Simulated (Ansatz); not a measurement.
CH7GeNSi can be A, `N[CH]1[SiH2][GeH2]1`, or B, `C1[NH][GeH2][SiH2]1`.

Calculated with Ansatz (gas phase, PBE0-D4/def2-TZVP geometries, no zero-point term in ΔE). CCSD(T)/CBS is the MP2 limit (def2-TZVPP, def2-QZVPP) plus CCSD(T) − MP2 in def2-TZVPP, frozen cores. Functionals use def2-TZVPP. For Ge outer-core shells are correlated without core-valence functions, which leaves a few kJ/mol of doubt a bond. Scalar relativity is left out up to krypton. Each species was taken in one conformer, which may not be the lowest.

(1) Which is lower in electronic energy at CCSD(T)/CBS, and by how much? (Estimate.)

(2) Give E(B) − E(A) in kJ/mol with CCSD/def2-TZVPP, HF/def2-TZVPP, B2PLYP, CCSD(T)/def2-TZVPP, PBE0-D4, PBE-D4, r2SCAN-D4. (Best estimate.)

Largest T1 diagnostic: 0.012.

Results:

(1) Computed: B, by 88.1 kJ/mol.

(2) Computed: CCSD/def2-TZVPP -94.2, HF/def2-TZVPP -107.8, B2PLYP -92.0, CCSD(T)/def2-TZVPP -91.7, PBE0-D4 -88.1, PBE-D4 -82.2, r2SCAN-D4 -84.9. None reverses the order clearly.

From PBE to PBE0 (25 % exact exchange), in def2-TZVPP and without D4, E(B) − E(A) moves by −6.0 kJ/mol. In def2-TZVPP, CCSD(T) changes the Hartree–Fock value by +16.1 kJ/mol (the triples alone add +2.5 kJ/mol) and MP2 by +15.2 kJ/mol.
